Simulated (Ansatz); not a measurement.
`SB(Cl)Cl` → `Cl[B]Cl`• + `[SH]`• at 400 K and 1 bar (homolysis of the B–S bond).

Calculated with Ansatz (gas phase, PBE0-D4/def2-TZVP geometries, no zero-point term in ΔE). CCSD(T)/CBS adds triple-zeta CCSD(T) − MP2 to the extrapolated MP2 energy (def2 sets, frozen cores). This one scheme is used for every species. No spin–orbit coupling; open shells (•) take unrestricted orbitals. Each species was taken in one conformer, which may not be the lowest.

```tsv
species	CCSD(T)/CBS energy (Eh)	H − E (kJ/mol)	S (J/(mol·K))
`SB(Cl)Cl`	-1342.83724	66.5	332.8
`Cl[B]Cl`•	-944.34577	28.2	284.1
`[SH]`•	-398.31908	27.8	206.5
```

H − E and S are ideal-gas, rigid-rotor, harmonic terms from PBE0-D4/def2-TZVP, for one conformer and one mirror image of each species, with the whole ground term of open shells counted as degenerate. 1 Eh = 2625.50 kJ/mol, R = 8.31446 J/(mol·K).

Task: By hand: ΔE, ΔH, ΔS and ΔG.

Result: ΔE = (-944.34577) + (-398.31908) − (-1342.83724) = 0.17239 Eh = 452.6 kJ/mol. Δ(H − E) = 28.2 + 27.8 − 66.5 = -10.5, so ΔH = 442.1 kJ/mol. ΔS = 284.1 + 206.5 − 332.8 = 157.8 J/(mol·K). ΔG = 442.1 − 400 × (157.8)/1000 = 379.0 kJ/mol.

Task: By hand: the equilibrium constant, and the temperature at which ΔG would vanish if ΔH and ΔS stayed fixed.

Result: log₁₀ K = −ΔG/(RT ln 10) = -49.5. ΔG = 0 at ΔH/ΔS = 2802 K, far beyond where these terms or the molecules hold.

The number of gas molecules changes by +1, which sets the sign of ΔS. A doubt of 5 kJ/mol in ΔE shifts log₁₀ K by 0.7 here. Other conformers and mirror images would add mixing entropy, several J/(mol·K) or more a flexible species. These are equilibria of isolated gas molecules and say nothing of rates. Largest T1 diagnostic: 0.015 (customary marks: 0.02 for closed shells, 0.045 for open ones).
